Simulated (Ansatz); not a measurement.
BBrClH3Si, SMILES `B[SiH](Cl)Br`, relaxed with RKS PBE0-D4/def2-TZVP in Ansatz 0.2.0 from a PBE-D4/def2-SVP geometry. The force threshold is 0.005 eV/Å; the program also tests the step.

Total charge 0; spin multiplicity 1.

Start:

```xyz
7

B    -0.887   -0.447   -0.557
Si    0.799    0.380   -0.002
Cl    2.461   -0.686    0.619
Br   -0.896    0.338    1.647
H    -1.696    0.248   -1.134
H    -0.996   -1.650   -0.465
H     1.215    1.816   -0.108
```

Problem. By how much does the energy fall, and how many steps does the optimiser take? (Estimate.)

Solution. The calculation gave: 4.45 kJ/mol, in 7 steps, 1 of them rejected.

Problem. Which bonds change most? (Best estimate.)

Solution. Computed: Si2–Br4 from 2.364 to 2.291 Å; Si2–Cl3 from 2.070 to 2.039 Å; Si2–H7 from 1.499 to 1.477 Å; B1–H5 from 1.213 to 1.192 Å.

Problem. Give the relaxed structure. (An estimate is asked.)

Solution. Computed: 
```xyz
7

B    -0.853   -0.459   -0.632
Si    0.758    0.384    0.065
Cl    2.408   -0.682    0.612
Br   -0.821    0.379    1.725
H    -1.682    0.227   -1.147
H    -0.992   -1.634   -0.494
H     1.183    1.786   -0.129
```
